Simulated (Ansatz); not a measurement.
AlB$_{2}$H$_{5}$O, SMILES `[BH2][AlH][BH]O`. Total charge 0; spin multiplicity 1.

Z-matrix (Å, degrees):
```
B
Al 1 2.113
H 1 1.201 2 122.9
H 1 1.202 2 123.0 3 178.5
B 2 2.153 1 122.9 3 -91.7
H 2 1.602 1 118.1 3 90.7
O 5 1.357 2 119.3 1 87.2
H 5 1.212 2 123.3 1 -92.5
H 7 0.962 5 113.8 2 179.7
```

List the harmonic frequencies (cm⁻¹, unscaled) at PBE0-D4/def2-TZVP in Ansatz. (Best estimate.)

The calculation gave: 62, 114, 161, 260, 343, 437, 473, 553, 577, 632, 851, 877, 984, 1144, 1183, 1324, 1860, 2486, 2548, 2620, 3832.

Is this a minimum?

Yes, all 21 modes are real.

Give the ideal-gas thermochemistry at 298.15 K and 1 bar (rigid rotor, harmonic oscillator; point group C1, symmetry number 1).

Zero-point energy 139.5 kJ/mol; H(298) − E = 160.5 kJ/mol; entropy 339.1 J/(mol·K), of which translation 161.8, rotation 108.1, vibration 69.2; G(298) − E = 59.4 kJ/mol. Modes under 100 cm⁻¹ are hindered rotations or soft bends, so the harmonic entropy is rough.

And at 400, 500, 600, 800 and 1000 K?


```json
{"T (K)": "400", "H − E (kJ/mol)": "172.1", "S (J/mol/K)": "372.4", "G − E (kJ/mol)": "23.1"}
{"T (K)": "500", "H − E (kJ/mol)": "184.9", "S (J/mol/K)": "401.0", "G − E (kJ/mol)": "-15.6"}
{"T (K)": "600", "H − E (kJ/mol)": "198.8", "S (J/mol/K)": "426.4", "G − E (kJ/mol)": "-57.0"}
{"T (K)": "800", "H − E (kJ/mol)": "229.3", "S (J/mol/K)": "470.1", "G − E (kJ/mol)": "-146.8"}
{"T (K)": "1000", "H − E (kJ/mol)": "262.2", "S (J/mol/K)": "506.8", "G − E (kJ/mol)": "-244.6"}
```
